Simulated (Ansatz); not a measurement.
A structure relaxed at r2SCAN-D4/def2-SVPD in Ansatz, charge -1, doublet:

```xyz
7

Ni   -0.528    0.198    0.389
Al    0.520    1.508   -1.357
Al    0.615   -1.934    0.522
Al    0.203    2.309    1.093
Al    1.808    0.269    1.025
Al   -1.945   -1.656    0.189
Al   -0.674   -0.694   -1.860
```

(1) Give its formula and point group.

(2) Summarise the bond lengths by kind (pairs closer than 1.2 times the sum of covalent radii, bridged metal pairs left out).

Answers

(1) the cluster Al₆Ni⁻. Point group C2v (tolerance 0.1 Å).

(2) 6 × Al–Ni 2.34 to 2.42 Å; 6 × Al–Al 2.56 to 2.60 Å. The metal has 6 neighbours: Al 2.42 Å, Al 2.42 Å, Al 2.34 Å, Al 2.42 Å, Al 2.34 Å, Al 2.42 Å.

The relaxation made no stability test and no search for a lower SCF solution. No other spin state of charge -1 was run. The structure comes from a short search, and lower isomers may exist.
